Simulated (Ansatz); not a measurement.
Species: C5H11O, charge -1, multiplicity 1. It need not be the lowest isomer of its formula. Whether it binds its extra electron was not tested at this geometry. 
Structure (B3LYP-D3(BJ)/def2-TZVP (Ansatz, a program for electronic structure) minimum search):
```
C
H 1 1.0981
H 1 1.0981 2 105.77
C 1 1.5247 2 109.07 3 -117.17
H 4 1.0974 1 110.27 2 -63.70
H 4 1.0974 5 106.67 1 119.74
C 1 1.5278 2 108.82 3 116.77
H 7 1.0959 1 109.18 2 -179.73
H 7 1.0959 8 105.89 1 117.43
C 7 1.5290 8 109.36 9 117.73
H 10 1.0939 7 110.87 8 62.73
H 10 1.0939 11 107.24 7 -121.16
H 10 1.0946 11 107.75 12 -115.76
C 4 1.5657 5 107.34 6 114.80
O 14 1.3201 4 114.94 5 -57.17
H 14 1.1445 15 115.41 4 -120.61
H 14 1.1445 16 102.04 15 125.94
```
Charge -1, spin multiplicity 1.

Total electronic energies in hartree. Valence correlation only, unless marked. No spin-orbit coupling. Non-relativistic. Basis-set limits of correlation are two-point, X^-3; Hartree-Fock from the larger set. [CCSD(T)-MP2]/basis is that difference in the basis named.

```csv
level,program,energy (Eh)
HF/cc-pVQZ,Ansatz,-270.66905
B3LYP-D4/def2-TZVPD,Ansatz + dftd4,-272.50384
BHLYP/def2-TZVPD,Ansatz,-272.29513
r2SCAN0/def2-TZVPD,Ansatz,-272.27599
MP2/6-31G,Ansatz,-271.01111
RI-MP2/cc-pVTZ,Ansatz,-271.78381
CCSD/6-31G,Ansatz,-271.07296
"RI-MP2/CBS(aug-cc-pVTZ,aug-cc-pVQZ)+[CCSD(T)-MP2]/aug-cc-pVDZ",Ansatz,-272.0478
"RI-MP2/CBS(aug-cc-pVTZ,aug-cc-pVQZ)+[CCSD(T)-MP2]/aug-cc-pVTZ",Ansatz,-272.0452
```

Totals of different functionals don't rank their quality; only differences between species are comparable.
